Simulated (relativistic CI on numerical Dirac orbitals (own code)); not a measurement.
V⁺ in a cubic cluster: L2,3 absorption with charge transfer

Computed with a charge-transfer multiplet model of a cubic metal-ligand cluster with up to one ligand hole, Slater and spin-orbit integrals from Dirac-Coulomb-Breit ions, Slater integrals scaled by 0.9. The ground state mixes d4 with configurations of k ligand holes L, whose averages lie at kΔ + k(k − 1)U_dd/2; a core hole lowers each added d electron by U_cd. 300 K, Lorentzian 0.4 eV and Gaussian 0.3 eV FWHM.

Atomic integrals in eV (Slater integrals scaled, ζ unscaled), ground: F2dd 6.798, F4dd 4.177, zeta_d 0.015; with the core hole: F2dd 7.692, F4dd 4.741, zeta_d 0.025, zeta_core 4.617, F2cd 4.213, G1cd 2.979, G3cd 1.688.

Cluster parameters (eV): Δ = 8.7, U_dd = 4.4, U_cd = 5.6, 10Dq(ligand) = 1, V(eg) = 1.4, V(t2g) = -0.64, final-state hopping factor = 1.

Weights, n_d and S are thermal averages at 300 K. Photon energies count from the first peak over 30 % of the highest in each spectrum, which can be another peak from case to case. The parameters are a model scan and need not match a compound or its usual spin state. A negative ionic 10Dq is a model choice; hopping adds the covalent part of the field. Peaks in eV (height, largest 100): -3.1 (7), 0.0 (100), 0.5 (87), 4.4 (24), 5.2 (36), 6.1 (29), 7.9 (43).

(1) Which parameters give this spectrum?
A. 10Dq = 1.7 eV
B. 10Dq = -0.1 eV
C. 10Dq = 0.8 eV

## Answers

(1) C. 10Dq = 0.8 eV; the ground state then has 4.08 d electrons and S = 2.00. The choice follows from running the model for each set and comparing peak positions and heights.
